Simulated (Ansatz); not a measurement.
Ansatz (a quantum-chemistry and plane-wave program) input (HF/6-31G*):

Ansatz 0.2 input:
```yaml
crystal:
  periodic: [false, false, false]
  atoms:
    - {symbol: C, position_ang: [-1.33120500, 1.38146200, 0.33011200]}
    - {symbol: Si, position_ang: [-0.39306000, 0.10535100, -0.83581300]}
    - {symbol: C, position_ang: [-1.17647600, -1.54691100, -0.11176400]}
    - {symbol: Si, position_ang: [1.61590000, 0.01703500, 0.45294200]}
    - {symbol: H, position_ang: [-1.34494600, 1.09027900, 1.38796600]}
    - {symbol: H, position_ang: [-2.37278900, 1.47591900, 0.00029400]}
    - {symbol: H, position_ang: [-0.88423300, 2.37876600, 0.26108600]}
    - {symbol: H, position_ang: [-1.20369800, -1.58295100, 0.98458900]}
    - {symbol: H, position_ang: [-0.63024600, -2.42813200, -0.46425100]}
    - {symbol: H, position_ang: [-2.20778300, -1.64693100, -0.47092800]}
    - {symbol: H, position_ang: [1.52553300, -0.21357900, 1.94960300]}
    - {symbol: H, position_ang: [2.58353200, -1.05694800, 0.02585200]}
    - {symbol: H, position_ang: [2.46095700, 1.26286700, 0.37590000]}
basis:
  gaussian:
    orbitals: 6-31G*
hamiltonian:
  xc: {name: HF}
total_charge: -1
relax: {f_tol: 0.003, max_steps: 120}
```

From the output:

```
integrals: 0.03 GiB planned
985 factors; integrals over basis functions are off by at most 7.5e-4 eV
mean field: 0.25 GiB planned
mean field -17926.19954126 eV, -658.7756823268 hartree, gradient 1.5e-5 eV, S^2 0.000000; 0 other end points of the search recorded, 0 dependent functions left out
the calculation of the forces begins
reference -17926.19954126 eV, -658.7756823268 hartree; 25, 25 occupied and 61, 61 virtual orbitals, 985 factors
relax step   3: F+E_penalty+E_count = -17926.19954126 eV  Δ(F+E_penalty+E_count) = -1.374e-2 eV  max|allowed force component| = 8.092e-2 eV/Å  Δτ_max = 0.0411 Å  (31 SCF iters, accepted)
these checks for a lower state are left out or cut short: starts, cluster_reference, orbital_swaps, neighbouring_geometries, increment
integrals: 0.03 GiB planned
985 factors; integrals over basis functions are off by at most 7.5e-4 eV
mean field: 0.25 GiB planned
mean field evaluation 32: about -17926.2000 eV, gradient 1.3e-4 eV
mean field -17926.20003183 eV, -658.7757003551 hartree, gradient 1.1e-5 eV, S^2 0.000000; 0 other end points of the search recorded, 0 dependent functions left out
the calculation of the forces begins
reference -17926.20003183 eV, -658.7757003551 hartree; 25, 25 occupied and 61, 61 virtual orbitals, 985 factors
relax step   4: F+E_penalty+E_count = -17926.20003183 eV  Δ(F+E_penalty+E_count) = -4.906e-4 eV  max|allowed force component| = 3.270e-2 eV/Å  Δτ_max = 0.0087 Å  (26 SCF iters, accepted)
these checks for a lower state are left out or cut short: starts, cluster_reference, orbital_swaps, neighbouring_geometries, increment
integrals: 0.03 GiB planned
985 factors; integrals over basis functions are off by at most 7.5e-4 eV
mean field: 0.25 GiB planned
mean field -17926.20044613 eV, -658.7757155801 hartree, gradient 1.7e-5 eV, S^2 0.000000; 0 other end points of the search recorded, 0 dependent functions left out
the calculation of the forces begins
reference -17926.20044613 eV, -658.7757155801 hartree; 25, 25 occupied and 61, 61 virtual orbitals, 985 factors
relax step   5: F+E_penalty+E_count = -17926.20044613 eV  Δ(F+E_penalty+E_count) = -4.143e-4 eV  max|allowed force component| = 2.547e-2 eV/Å  Δτ_max = 0.0241 Å  (26 SCF iters, accepted)
these checks for a lower state are left out or cut short: starts, cluster_reference, orbital_swaps, neighbouring_geometries, increment
integrals: 0.03 GiB planned
985 factors; integrals over basis functions are off by at most 7.5e-4 eV
mean field: 0.25 GiB planned
mean field -17926.20054106 eV, -658.7757190690 hartree, gradient 2.5e-5 eV, S^2 0.000000; 0 other end points of the search recorded, 0 dependent functions left out
the calculation of the forces begins
reference -17926.20054106 eV, -658.7757190690 hartree; 25, 25 occupied and 61, 61 virtual orbitals, 985 factors
relax step   6: F+E_penalty+E_count = -17926.20054106 eV  Δ(F+E_penalty+E_count) = -9.494e-5 eV  max|allowed force component| = 9.167e-3 eV/Å  Δτ_max = 0.0131 Å  (25 SCF iters, accepted)
these checks for a lower state are left out or cut short: starts, cluster_reference, orbital_swaps, neighbouring_geometries, increment
integrals: 0.03 GiB planned
985 factors; integrals over basis functions are off by at most 7.5e-4 eV
mean field: 0.25 GiB planned
mean field -17926.20055036 eV, -658.7757194107 hartree, gradient 5.8e-5 eV, S^2 0.000000; 0 other end points of the search recorded, 0 dependent functions left out
the calculation of the forces begins
reference -17926.20055036 eV, -658.7757194107 hartree; 25, 25 occupied and 61, 61 virtual orbitals, 985 factors
relax step   7: F+E_penalty+E_count = -17926.20055036 eV  Δ(F+E_penalty+E_count) = -9.297e-6 eV  max|allowed force component| = 3.935e-3 eV/Å  Δτ_max = 0.0020 Å  (22 SCF iters, accepted)
these checks for a lower state are left out or cut short: starts, cluster_reference, orbital_swaps, neighbouring_geometries, increment
integrals: 0.03 GiB planned
985 factors; integrals over basis functions are off by at most 7.5e-4 eV
mean field: 0.25 GiB planned
mean field -17926.20055172 eV, -658.7757194605 hartree, gradient 3.3e-5 eV, S^2 0.000000; 0 other end points of the search recorded, 0 dependent functions left out
the calculation of the forces begins
reference -17926.20055172 eV, -658.7757194605 hartree; 25, 25 occupied and 61, 61 virtual orbitals, 985 factors
relax step   8: F+E_penalty+E_count = -17926.20055172 eV  Δ(F+E_penalty+E_count) = -1.355e-6 eV  max|allowed force component| = 6.974e-4 eV/Å  Δτ_max = 0.0009 Å  (21 SCF iters, accepted)
integrals: 0.03 GiB planned
985 factors; integrals over basis functions are off by at most 7.5e-4 eV
mean field: 0.25 GiB planned
mean field evaluation 64: about -17924.3961 eV, gradient 2.1e1 eV
mean field -17926.20055172 eV, -658.7757194605 hartree, gradient 3.3e-5 eV, S^2 0.000000; 1 other end points of the search recorded, 0 dependent functions left out
the calculation of the forces begins
reference -17926.20055172 eV, -658.7757194605 hartree; 25, 25 occupied and 61, 61 virtual orbitals, 985 factors
Total energy: -17926.20055172 eV, -658.7757194605 hartree
Atom 0 at    -1.353308     1.389872     0.330941 Å, force     0.000154     0.000116     0.000448 eV/Å
Atom 1 at    -0.381974     0.101097    -0.803736 Å, force    -0.000697    -0.000093     0.000370 eV/Å
Atom 2 at    -1.197580    -1.557424    -0.113791 Å, force     0.000172    -0.000227     0.000396 eV/Å
Atom 3 at     1.665570     0.017478     0.467399 Å, force     0.000412     0.000014     0.000049 eV/Å
Atom 4 at    -1.392158     1.121916     1.387620 Å, force     0.000205    -0.000309    -0.000586 eV/Å
Atom 5 at    -2.384779     1.477861    -0.015712 Å, force     0.000049    -0.000041    -0.000166 eV/Å
Atom 6 at    -0.917511     2.386994     0.261485 Å, force    -0.000247    -0.000026     0.000031 eV/Å
Atom 7 at    -1.247400    -1.617774     0.974214 Å, force     0.000163     0.000487    -0.000466 eV/Å
Atom 8 at    -0.662489    -2.439497    -0.466808 Å, force    -0.000248    -0.000010     0.000034 eV/Å
Atom 9 at    -2.219757    -1.645302    -0.486982 Å, force     0.000042     0.000093    -0.000145 eV/Å
Atom 10 at     1.608144    -0.210590     1.958726 Å, force    -0.000043     0.000024    -0.000172 eV/Å
Atom 11 at     2.623552    -1.052222     0.021377 Å, force     0.000026    -0.000140     0.000084 eV/Å
Atom 12 at     2.501177     1.263817     0.370854 Å, force     0.000013     0.000111     0.000122 eV/Å
Dipole moment:    -0.235888    -0.084683     0.478608 e Å
```

The dipole moment of an ion depends on the origin.

The geometry given is a B3LYP-D3(BJ)/def2-TZVP minimum.
